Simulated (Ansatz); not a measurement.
CH₈Al₂Si, SMILES `[CH3][Al]([AlH2])[SiH3]`. The species carries charge 0 and has multiplicity 1.

```xyz
12

C     1.570   -0.681   -1.243
Al    0.253   -0.005    0.048
Al    0.845    1.014    2.358
Si   -2.126   -0.134   -0.611
H     1.469   -0.143   -2.192
H     2.607   -0.598   -0.915
H     1.365   -1.734   -1.465
H     0.953    0.119    3.677
H     1.090    2.579    2.561
H    -2.387   -0.891   -1.871
H    -2.683    1.240   -0.806
H    -2.956   -0.766    0.459
```

**Question.** Give the diagnostics of a CCSD(T)/def2-TZVPP run (frozen core, Ansatz 0.2.0). (Best estimate.)

**Answer.** Ansatz gave: T1 = 0.0123, largest single amplitude 0.014, largest double 0.031, (T) share of the correlation energy 3.3 %, 9 CCSD cycles. The RHF solution is stable towards an unrestricted one. T1 lies under the customary mark of 0.02 for closed shells.
